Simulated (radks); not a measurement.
The numbers below are computed, except where a source is named.
Excited configurations of the aluminium ion Al5+: one electron is placed in a higher orbital outside [He] 2s2 2p3. The ground configuration is [He] 2s2 2p4. Level of theory: scalar-relativistic Kohn-Sham, PBE, spin-polarised, spherical densities, finite nucleus; open shells are filled with parallel spins first; Fermi nuclear charge, rms radius 3.061 fm (a radial shooting solver on a logarithmic mesh with Libxc functionals). Excitation = E - E(ground); binding = E(ion) - E, where the ion is the core of charge +6; n* = 6/sqrt(2 binding) in atomic units, and the quantum defect is n - n*.

outer orbital	excitation (eV)	binding (eV)	quantum defect	eigenvalue (eV)	<r> (bohr)
4s	148.85	41.185	0.551	-38.239	3.027
4p	152.26	37.773	0.399	-34.925	3.143
4d	156.46	33.573	0.180	-30.742	3.198
5d	168.60	21.427	0.219	-19.847	5.307
6f	175.78	14.254	0.138	-13.190	7.736
7d	179.15	10.881	0.291	-10.180	10.98

The Delta-SCF ionisation energy is 190.03 eV (NIST Atomic Spectra Database: 190.49 eV, semi-empirical). Self-interaction in the functional shifts the binding energies and quantum defects, so they are the method's values and not measured ones. Open shells are spherical and high-spin; term and fine-structure splittings are not resolved.
